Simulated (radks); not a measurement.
Results of a calculation; reference values are marked as such.
The copper ion Cu10+, 19 electrons, occupied as [Ar] 3d1.

Level of theory: Dirac Kohn-Sham, exchange-only PBE, spin-unpolarised, spherical densities, finite nucleus; open shells fill j = l - 1/2 first; Fermi nuclear charge, rms radius 3.8823 fm (a radial shooting solver on a logarithmic mesh with Libxc functionals).

Energy parts (hartree):
total: -1615.51634
kinetic: 1645.72752
electron-nucleus: -3697.15619
Hartree: 493.75223
exchange: -57.83989

Orbitals (lengths in bohr, moments of r in powers of bohr; r(90%) holds 90 % of the orbital's charge):
[
 {"orbital": "1s1/2", "occ.": "2", "eigenvalue (hartree)": "-335.3509", "r(90%)": "0.0932", "<1/r>": "29.15", "small-component weight": "1.09e-02"},
 {"orbital": "2s1/2", "occ.": "2", "eigenvalue (hartree)": "-49.40895", "r(90%)": "0.363", "<1/r>": "6.370", "small-component weight": "2.08e-03"},
 {"orbital": "2p1/2", "occ.": "2", "eigenvalue (hartree)": "-44.56892", "r(90%)": "0.333", "<1/r>": "6.319", "small-component weight": "2.06e-03"},
 {"orbital": "2p3/2", "occ.": "4", "eigenvalue (hartree)": "-43.81552", "r(90%)": "0.338", "<1/r>": "6.179", "small-component weight": "2.02e-03"},
 {"orbital": "3s1/2", "occ.": "2", "eigenvalue (hartree)": "-13.21966", "r(90%)": "0.949", "<1/r>": "2.223", "small-component weight": "5.67e-04"},
 {"orbital": "3p1/2", "occ.": "2", "eigenvalue (hartree)": "-11.66857", "r(90%)": "0.968", "<1/r>": "2.138", "small-component weight": "5.35e-04"},
 {"orbital": "3p3/2", "occ.": "4", "eigenvalue (hartree)": "-11.54116", "r(90%)": "0.978", "<1/r>": "2.107", "small-component weight": "5.27e-04"},
 {"orbital": "3d3/2", "occ.": "1", "eigenvalue (hartree)": "-9.03790", "r(90%)": "0.983", "<1/r>": "1.941", "small-component weight": "4.53e-04"},
 {"orbital": "3d5/2", "occ.": "0", "eigenvalue (hartree)": "-9.01663", "r(90%)": "0.985", "<1/r>": "1.934", "small-component weight": "4.51e-04"}
]

The highest occupied level is 3d3/2 at -245.93 eV. For comparison, the ionisation energy in NIST's Atomic Spectra Database is 265.3 eV (measured). In exact Kohn-Sham theory the highest level is minus the ionisation energy, but local and semilocal functionals leave it too shallow, through self-interaction and a potential that decays too fast; potentials with the right tail come closer. The density falls to 0.001 e/bohr^3 at r = 1.75 bohr.

Beside tabulated values, note that spin-unpolarised runs miss the spin-polarisation part of the exchange energy of open shells.
